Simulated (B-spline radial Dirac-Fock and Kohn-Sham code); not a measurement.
**Binding energies of Ho⁺**

System: the Ho⁺ ion in the configuration [Xe] 4f11 6s1; nuclear rms radius 5.2022 fm (A = 165).

Input of the calculation (task.json; shells as n, l, electrons):

```json
{"items": [{
  "Z": 67,
  "q": 1,
  "cfg": [[1, 0, 2], [2, 0, 2], [2, 1, 6], [3, 0, 2], [3, 1, 6], [3, 2, 10], [4, 0, 2], [4, 1, 6], [4, 2, 10], [4, 3, 11], [5, 0, 2], [5, 1, 6], [6, 0, 1]],
  "A": 165,
  "rrms": 5.2022,
  "do": ["binding"]
}]}
```

Command: `python xray_run.py task.json out`

Calculated with a radial B-spline solver, using relaxed Dirac-Fock hole states (ΔSCF) with Breit and QED corrections and a finite nucleus. Correlation and solid-state effects are left out. Energies are counted from the vacuum level. Subshells whose hole state is unreliable or did not converge are left out.

All terms are in eV, carry their sign (relaxation lowers the binding energy) and add up to the binding energy; ⟨r⟩ is the mean radius of the orbital in the initial state.

```
  subshell  −ε (Koopmans)  relaxation    Breit  self-energy  vacuum polarisation  binding energy  ⟨r⟩ (bohr)
    K (1s)        55957.4      -82.83  -165.11      -103.46                17.68         55623.7       0.021
   L1 (2s)         9488.0      -49.24   -17.64       -14.20                 2.26          9409.2       0.087
L2 (2p1/2)         9008.9      -53.34   -29.27         0.28                 0.04          8926.6       0.073
L3 (2p3/2)         8149.8      -50.99   -18.37        -0.86                -0.09          8079.4       0.080
   M1 (3s)         2177.3      -28.00    -3.06        -3.18                 0.49          2143.5       0.229
M2 (3p1/2)         1967.9      -28.80    -5.27         0.01                 0.01          1933.8       0.219
M3 (3p3/2)         1785.1      -27.64    -3.04        -0.21                -0.02          1754.2       0.232
M4 (3d3/2)         1431.1      -29.88    -2.17         0.24                -0.03          1399.2       0.205
M5 (3d5/2)         1391.6      -29.45    -1.32         0.13                -0.02          1360.9       0.209
   N1 (4s)          460.7      -12.10    -0.61        -0.74                 0.11           447.4       0.519
N2 (4p1/2)          376.0      -11.75    -1.05         0.01                 0.00           363.3       0.530
N3 (4p3/2)          334.7      -10.86    -0.54        -0.03                -0.01           323.3       0.559
N4 (4d3/2)          194.6      -10.11    -0.27         0.06                -0.01           184.2       0.592
N5 (4d5/2)          186.9       -9.79    -0.10         0.04                -0.01           177.0       0.603
 N6,7 (4f)          19.51       -6.91     0.10         0.03                 0.00           12.73       0.819
O2 (5p1/2)          42.25       -1.73    -0.11         0.01                 0.00           40.42       1.464
O3 (5p3/2)          36.93       -1.48    -0.05         0.00                 0.00           35.42       1.568
   P1 (6s)          10.93       -0.03    -0.01        -0.01                 0.00           10.89       3.894
```

For the deepest level, K (1s), the Breit terms make up -0.297 % of the binding energy, QED -0.154 % and orbital relaxation -0.149 %.

Spin-orbit splittings: 2p 847.1 eV, 3p 179.7 eV, 3d 38.31 eV, 4p 39.97 eV, 4d 7.20 eV, 5p 5.00 eV.

Going to the tabulated ground configuration of the next ion removes an electron from P1 (6s), computed at 10.89 eV. NIST lists 11.781 ± 0.02 eV as the ionisation energy of this species (semi-empirical), +0.89 eV from the computed value. Where a p, d or f shell is open in either ion the computed value averages over both j values and all terms, while the table refers to the lowest levels; that difference holds spin-orbit splitting (largest in heavy or highly charged ions), term energies where several electrons share open shells, and correlation, and it can reach 10 % or more.
